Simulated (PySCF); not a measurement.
## `C#Cc1snnc1[SiH3]`, C$_{4}$H$_{4}$N$_{2}$SSi

Geometry (Å), atoms numbered from 1 in this order:
```xyz
12

C    -1.503   -2.345    0.159
C    -0.520   -1.653    0.104
C     0.622   -0.859    0.040
S     2.231   -1.487    0.054
N     2.850    0.050   -0.045
N     1.973    0.945   -0.086
C     0.699    0.525   -0.043
Si   -0.737    1.737   -0.095
H    -2.364   -2.941    0.207
H    -0.168    3.076   -0.183
H    -1.524    1.547    1.126
H    -1.557    1.404   -1.263
```

Level of theory: PySCF, GIAO PBE/pcSseg-1 magnetisability, rotational g tensor and spin-rotation constants, non-relativistic, gas phase. Geometry: GFN2-xTB.

(1) Give the nuclear spin-rotation constants along the inertial axes (H = +C I·J) beside the isotropic shieldings.

(2) How do the rotational constants and the g tensor change when H9, H10, H11, H12 are replaced by deuterium?

Results:

(1) Rotational constants 1.8680, 1.4615, 0.8277 GHz. A star marks the isotopologue with that one atom substituted, in its own axes.
| atom | isotope | Caa (kHz) | Cbb (kHz) | Ccc (kHz) | mean (kHz) | σ (ppm) |
| --- | --- | --- | --- | --- | --- | --- |
| N5 | 14N | 0.567 | 0.391 | 0.080 | 0.346 | -180.2 |
| N6 | 14N | 0.721 | 0.336 | 0.065 | 0.374 | -200.9 |
| H9 | 1H | -0.195 | 0.072 | -0.096 | -0.073 | 27.3 |
| H10 | 1H | -0.138 | 0.051 | -0.076 | -0.055 | 26.6 |
| H11 | 1H | -0.126 | -0.097 | -0.001 | -0.075 | 26.8 |
| H12 | 1H | -0.126 | -0.097 | -0.001 | -0.075 | 26.8 |
| C1 | 13C* | 0.525 | 0.339 | 0.281 | 0.382 | 72.9 |
| C2 | 13C* | 0.619 | 0.063 | 0.296 | 0.326 | 100.8 |
| C3 | 13C* | 0.676 | 0.725 | 0.157 | 0.519 | 32.5 |
| S4 | 33S* | 1.323 | 0.686 | 0.347 | 0.785 | -94.2 |
| C7 | 13C* | 0.832 | 0.588 | 0.184 | 0.535 | 27.8 |
| Si8 | 29Si* | -0.991 | -0.791 | -0.467 | -0.750 | 419.7 |

For the geometry as given, no vibrational averaging.

(2) Constants 1.7178, 1.3558, 0.7711 GHz; g -0.0454, -0.0294, 0.0019, against -0.0491, -0.0318, 0.0022 before.
